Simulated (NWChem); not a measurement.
Species: C$_{2}$H$_{2}$F$_{3}$ cation

```xyz
7

F      0.1237    -1.8009     0.0000
C     -0.7166    -0.7769     0.0000
C      0.0117     0.5041     0.0000
F      1.2467     0.5614     0.0000
F     -0.5914     1.5902     0.0000
H     -1.3903    -0.7598    -0.8889
H     -1.3903    -0.7598     0.8889
```
Atoms are numbered in this order, from 1.

Program: NWChem. All runs use the structure optimised with PBE0/def2-SVP. B3LYP is NWChem's, with the RPA form of VWN correlation.

Problem. Order these by “orbital gap (eV)”, lowest first: TPSSh/def2-SVP; B3LYP/def2-SVP; LC-wPBE (HJS exchange hole, range parameter 0.4 per bohr)/def2-SVP; LDA (Slater exchange, PW92)/def2-SVP; BHandHLYP/def2-SVP.

Solution. LDA (Slater exchange, PW92)/def2-SVP (3.75), TPSSh/def2-SVP (5.21), B3LYP/def2-SVP (6.17), BHandHLYP/def2-SVP (9.80), LC-wPBE (HJS exchange hole, range parameter 0.4 per bohr)/def2-SVP (12.00)
